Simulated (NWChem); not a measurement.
System: C2H7FOSi; SMILES COC[SiH2]F

NWChem input:

```
start job
memory heap 200 mb stack 900 mb global 1100 mb
geometry units angstroms noautosym nocenter noautoz
  C      0.534509    -2.307672     0.403636
  O     -0.206954    -1.527944    -0.486692
  C     -0.772517    -0.368120     0.090411
  Si     0.389009     1.078905    -0.272062
  F     -0.123063     2.408226     0.522817
  H     -0.098863    -2.715504     1.216278
  H      1.368145    -1.747489     0.870135
  H      0.958378    -3.148462    -0.163238
  H     -1.753818    -0.192290    -0.382971
  H     -0.968083    -0.493498     1.173071
  H      0.389776     1.384810    -1.728756
  H      1.771191     0.768063     0.190550
end
basis spherical
  * library 6-31g*
end
dft
  xc pbe0
  iterations 150
end
cosmo
  do_cosmo_smd true
  solvent acetntrl
end
task dft energy
```

Excerpt of the output:

```
             Northwest Computational Chemistry Package (NWChem) 7.3.0
             --------------------------------------------------------

                             Geometry "geometry" -> ""
                             -------------------------

 Output coordinates in angstroms (scale by  1.889725989 to convert to a.u.)

  No.       Tag          Charge          X              Y              Z
 ---- ---------------- ---------- -------------- -------------- --------------
    1 C                    6.0000     0.53450900    -2.30767200     0.40363600
    2 O                    8.0000    -0.20695400    -1.52794400    -0.48669200
    3 C                    6.0000    -0.77251700    -0.36812000     0.09041100
    4 Si                  14.0000     0.38900900     1.07890500    -0.27206200
    5 F                    9.0000    -0.12306300     2.40822600     0.52281700
    6 H                    1.0000    -0.09886300    -2.71550400     1.21627800
    7 H                    1.0000     1.36814500    -1.74748900     0.87013500
    8 H                    1.0000     0.95837800    -3.14846200    -0.16323800
    9 H                    1.0000    -1.75381800    -0.19229000    -0.38297100
   10 H                    1.0000    -0.96808300    -0.49349800     1.17307100
   11 H                    1.0000     0.38977600     1.38481000    -1.72875600
   12 H                    1.0000     1.77119100     0.76806300     0.19055000

 Effective nuclear repulsion energy (a.u.)     240.8883443717

                                 NWChem DFT Module
                                 -----------------

 Summary of "ao basis" -> "ao basis" (spherical)
 ------------------------------------------------------------------------------
       Tag                 Description            Shells   Functions and Types
 ---------------- ------------------------------  ------  ---------------------
 C                           6-31g*                  6       14   3s2p1d
 O                           6-31g*                  6       14   3s2p1d
 Si                          6-31g*                  8       18   4s3p1d
 F                           6-31g*                  6       14   3s2p1d
 H                           6-31g*                  2        2   2s

 in cosmo_initialize ...
 calling solv_data for solv:acetntrl

[...]

                                COSMO-SMD solvation results
                                ---------------------------

             internal energy in gas <Psi(g)|H|Psi(g)> =      -544.587910997607
         internal energy in solvent <Psi(s)|H|Psi(s)> =      -544.587302671940
                               delta internal energy  =         0.000608325667 (    0.38 kcal/mol)
   total free energy in solvent <Psi(s)|H+V/2|Psi(s)> =      -544.593619394925
 polarization energy contribution <Psi(s)|V/2|Psi(s)> =        -0.006316722985 (   -3.96 kcal/mol)
    total free energy in solvent including G(SMD-CDS) =      -544.592622645866
                       G(SMD-CDS) energy contribution =         0.000996749059 (    0.63 kcal/mol)
     1 M fixed-concentration free energy of solvation =        -0.004711648259 (   -2.96 kcal/mol)

                       DFT Final Molecular Orbital Analysis
                       ------------------------------------

 Vector   23  Occ=2.000000D+00  E=-3.431638D-01
              MO Center=  4.5D-01,  5.2D-01, -5.2D-01, r^2= 4.3D+00
   Bfn.  Coefficient  Atom+Function         Bfn.  Coefficient  Atom+Function
  ----- ------------  ---------------      ----- ------------  ---------------
    86      0.317061  11 H  s                51     -0.274057   4 Si pz
    85      0.232637  11 H  s                88     -0.215639  12 H  s
    65      0.200971   5 F  pz               19      0.178578   2 O  pz
    87     -0.159996  12 H  s                69      0.156526   5 F  pz
    32     -0.149840   3 C  py               23      0.127894   2 O  pz

 Vector   24  Occ=2.000000D+00  E=-3.289974D-01
              MO Center= -5.2D-02, -1.1D+00, -1.5D-01, r^2= 3.2D+00
   Bfn.  Coefficient  Atom+Function         Bfn.  Coefficient  Atom+Function
  ----- ------------  ---------------      ----- ------------  ---------------
    19      0.421246   2 O  pz               23      0.311138   2 O  pz
     5     -0.214240   1 C  pz               20     -0.211760   2 O  s
    33     -0.210680   3 C  pz               88      0.168560  12 H  s
    84     -0.159872  10 H  s                83     -0.144245  10 H  s
    79      0.113338   8 H  s                16     -0.107364   2 O  s

 Vector   25  Occ=2.000000D+00  E=-2.522770D-01
              MO Center= -1.5D-01, -1.0D+00, -1.2D-01, r^2= 2.6D+00
   Bfn.  Coefficient  Atom+Function         Bfn.  Coefficient  Atom+Function
  ----- ------------  ---------------      ----- ------------  ---------------
    17      0.417204   2 O  px               21      0.333024   2 O  px
    18      0.284090   2 O  py               22      0.236244   2 O  py
    49      0.187487   4 Si px               31     -0.176548   3 C  px
    78     -0.177298   7 H  s                76      0.160286   6 H  s
    48     -0.155343   4 Si s                50      0.146348   4 Si py

 Vector   26  Occ=0.000000D+00  E= 2.147835D-02
              MO Center=  3.6D-01,  8.9D-01, -2.7D-01, r^2= 4.2D+00
   Bfn.  Coefficient  Atom+Function         Bfn.  Coefficient  Atom+Function
  ----- ------------  ---------------      ----- ------------  ---------------
    54      0.807202   4 Si py               66     -0.451577   5 F  s
    20      0.391637   2 O  s                55      0.352346   4 Si pz
    50      0.337919   4 Si py               36      0.247759   3 C  py
    53     -0.178824   4 Si px               88      0.162141  12 H  s
    51      0.149649   4 Si pz                9      0.135152   1 C  pz

[...]
```

Level: PBE0/6-31G* (spherical d), SMD on the gas-phase geometry. Geometry: optimised at PBE0/def2-SVP. No frequency run checked for a minimum. Solvent: acetonitrile.
